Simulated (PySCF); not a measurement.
# Excitation energy of Ir⁺ by level of theory

Ir⁺ [Xe] 4f14 5d7 6s1 (5F) → Ir⁺ [Xe] 4f14 5d8 (3F), as a difference of total energies. Computed with PySCF 2.14 in aug-cc-pVDZ-PP with ECP60MDF, with scalar relativity through the core potential. Correlated levels: valence: 5s2 5p6 frozen. The calculations carry no spin-orbit coupling.

Q: Order these methods by the excitation energy they give, lowest first.
A. PBE
B. r2SCAN
C. B3LYP
D. LDA

A: C (894.21 cm⁻¹), D (1724.3 cm⁻¹), A (1984.6 cm⁻¹), B (4482.7 cm⁻¹).

Errors of the correlated levels include the incompleteness of this basis and the frozen core.

For comparison: 2916.2 cm⁻¹ (measured; NIST levels, between the centres of gravity of the two terms).
